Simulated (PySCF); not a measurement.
Compound: C₆H₈F₂O.
InChI=1S/C6H8F2O/c1-2-3-4-5-9-6(7)8/h2,4-6H,1,3H2/b5-4+

Method: TDDFT PBE0/def2-SVPD, vertical, gas phase, core orbitals frozen in the response (PySCF). Isolated species at its GFN2-xTB geometry (one conformer only). Torsions of this conformer, `[CH2:1]=[CH:2][CH2:3]/[CH:4]=[CH:5]/[O:6][CH:7]([F:8])[F:9]`: C1–C2–C3–C4 -117°, C2–C3–C4–C5 -113°, C4–C5–O6–C7 -13°, C5–O6–C7–F8 -166°.

Computed states:

```json
{"state": "S1", "E (eV)": "6.22", "f": "0.248"}
{"state": "S2", "E (eV)": "6.75", "f": "0.105"}
{"state": "S3", "E (eV)": "7.08", "f": "0.025"}
{"state": "S4", "E (eV)": "7.20", "f": "0.016"}
{"state": "S5", "E (eV)": "7.38", "f": "0.083"}
{"state": "S6", "E (eV)": "7.55", "f": "0.059"}
```

Each state is given a Gaussian of 0.4 eV full width at half maximum, with ε(max) = 2.175×10⁸ f / Δν̃ (Δν̃ the width in cm⁻¹). The width is an assumption, not a result. The curve ends short of the highest state used, and states not computed would add to its high-energy end.

Question: What does the envelope look like, and where are its maxima?

Answer: 
```json
{"λ (nm)": "178.5", "ε (L mol⁻¹ cm⁻¹)": "5540"}
{"λ (nm)": "179.2", "ε (L mol⁻¹ cm⁻¹)": "5904"}
{"λ (nm)": "180.0", "ε (L mol⁻¹ cm⁻¹)": "6351"}
{"λ (nm)": "180.8", "ε (L mol⁻¹ cm⁻¹)": "6783"}
{"λ (nm)": "181.5", "ε (L mol⁻¹ cm⁻¹)": "7108"}
{"λ (nm)": "182.3", "ε (L mol⁻¹ cm⁻¹)": "7379"}
{"λ (nm)": "183.1", "ε (L mol⁻¹ cm⁻¹)": "7512"}
{"λ (nm)": "183.8", "ε (L mol⁻¹ cm⁻¹)": "7506"}
{"λ (nm)": "184.6", "ε (L mol⁻¹ cm⁻¹)": "7365"}
{"λ (nm)": "185.4", "ε (L mol⁻¹ cm⁻¹)": "7109"}
{"λ (nm)": "186.1", "ε (L mol⁻¹ cm⁻¹)": "6828"}
{"λ (nm)": "186.9", "ε (L mol⁻¹ cm⁻¹)": "6496"}
{"λ (nm)": "187.7", "ε (L mol⁻¹ cm⁻¹)": "6218"}
{"λ (nm)": "188.4", "ε (L mol⁻¹ cm⁻¹)": "6071"}
{"λ (nm)": "189.2", "ε (L mol⁻¹ cm⁻¹)": "6069"}
{"λ (nm)": "190.0", "ε (L mol⁻¹ cm⁻¹)": "6290"}
{"λ (nm)": "190.7", "ε (L mol⁻¹ cm⁻¹)": "6688"}
{"λ (nm)": "191.5", "ε (L mol⁻¹ cm⁻¹)": "7384"}
{"λ (nm)": "192.2", "ε (L mol⁻¹ cm⁻¹)": "8192"}
{"λ (nm)": "193.0", "ε (L mol⁻¹ cm⁻¹)": "9308"}
{"λ (nm)": "193.8", "ε (L mol⁻¹ cm⁻¹)": "10571"}
{"λ (nm)": "194.5", "ε (L mol⁻¹ cm⁻¹)": "11738"}
{"λ (nm)": "195.3", "ε (L mol⁻¹ cm⁻¹)": "13063"}
{"λ (nm)": "196.1", "ε (L mol⁻¹ cm⁻¹)": "14293"}
{"λ (nm)": "196.8", "ε (L mol⁻¹ cm⁻¹)": "15223"}
{"λ (nm)": "197.6", "ε (L mol⁻¹ cm⁻¹)": "16053"}
{"λ (nm)": "198.4", "ε (L mol⁻¹ cm⁻¹)": "16578"}
{"λ (nm)": "199.1", "ε (L mol⁻¹ cm⁻¹)": "16761"}
{"λ (nm)": "199.9", "ε (L mol⁻¹ cm⁻¹)": "16642"}
{"λ (nm)": "200.7", "ε (L mol⁻¹ cm⁻¹)": "16185"}
{"λ (nm)": "201.4", "ε (L mol⁻¹ cm⁻¹)": "15532"}
{"λ (nm)": "202.2", "ε (L mol⁻¹ cm⁻¹)": "14543"}
{"λ (nm)": "203.0", "ε (L mol⁻¹ cm⁻¹)": "13351"}
{"λ (nm)": "203.7", "ε (L mol⁻¹ cm⁻¹)": "12195"}
{"λ (nm)": "204.5", "ε (L mol⁻¹ cm⁻¹)": "10802"}
{"λ (nm)": "205.3", "ε (L mol⁻¹ cm⁻¹)": "9394"}
{"λ (nm)": "206.0", "ε (L mol⁻¹ cm⁻¹)": "8191"}
{"λ (nm)": "206.8", "ε (L mol⁻¹ cm⁻¹)": "6889"}
{"λ (nm)": "207.5", "ε (L mol⁻¹ cm⁻¹)": "5838"}
{"λ (nm)": "208.3", "ε (L mol⁻¹ cm⁻¹)": "4755"}
{"λ (nm)": "209.1", "ε (L mol⁻¹ cm⁻¹)": "3810"}
{"λ (nm)": "209.8", "ε (L mol⁻¹ cm⁻¹)": "3098"}
{"λ (nm)": "210.6", "ε (L mol⁻¹ cm⁻¹)": "2409"}
{"λ (nm)": "211.4", "ε (L mol⁻¹ cm⁻¹)": "1845"}
{"λ (nm)": "212.1", "ε (L mol⁻¹ cm⁻¹)": "1443"}
{"λ (nm)": "212.9", "ε (L mol⁻¹ cm⁻¹)": "1075"}
{"λ (nm)": "213.7", "ε (L mol⁻¹ cm⁻¹)": "789"}
{"λ (nm)": "214.4", "ε (L mol⁻¹ cm⁻¹)": "596"}
{"λ (nm)": "215.2", "ε (L mol⁻¹ cm⁻¹)": "426"}
{"λ (nm)": "216.0", "ε (L mol⁻¹ cm⁻¹)": "301"}
{"λ (nm)": "216.7", "ε (L mol⁻¹ cm⁻¹)": "219"}
{"λ (nm)": "217.5", "ε (L mol⁻¹ cm⁻¹)": "151"}
{"λ (nm)": "218.3", "ε (L mol⁻¹ cm⁻¹)": "103"}
{"λ (nm)": "219.0", "ε (L mol⁻¹ cm⁻¹)": "73"}
{"λ (nm)": "219.8", "ε (L mol⁻¹ cm⁻¹)": "48"}
{"λ (nm)": "220.6", "ε (L mol⁻¹ cm⁻¹)": "32"}
```

Maxima: 199 nm (6.22 eV), ε about 17000, made up of S1 (100%); 183 nm (6.76 eV), ε about 7500, made up of S2 (94%) (ε in L mol⁻¹ cm⁻¹; maxima over ε = 5, shares over 10%).

Question: On this curve, what absorbance would a 10⁻⁴ mol/L sample give at 193 nm over a 1 cm path?

Answer: 193 nm is 6.424 eV, where ε is about 9300 L mol⁻¹ cm⁻¹, so A = ε c l ≈ 0.93 (Beer–Lambert, with the gas-phase spectrum and the assumed width).

Question: What would ε be at 6.22 eV, the highest of these maxima, with half the width (0.2 eV)?

Answer: About 33400 L mol⁻¹ cm⁻¹ against 16800, a factor of about 1.99; a lone state at its own centre would give exactly 2.

Question: Coming from long wavelengths, where does ε first pass 100 L mol⁻¹ cm⁻¹?

Answer: At about 218 nm (5.68 eV), 0.54 eV below S1.
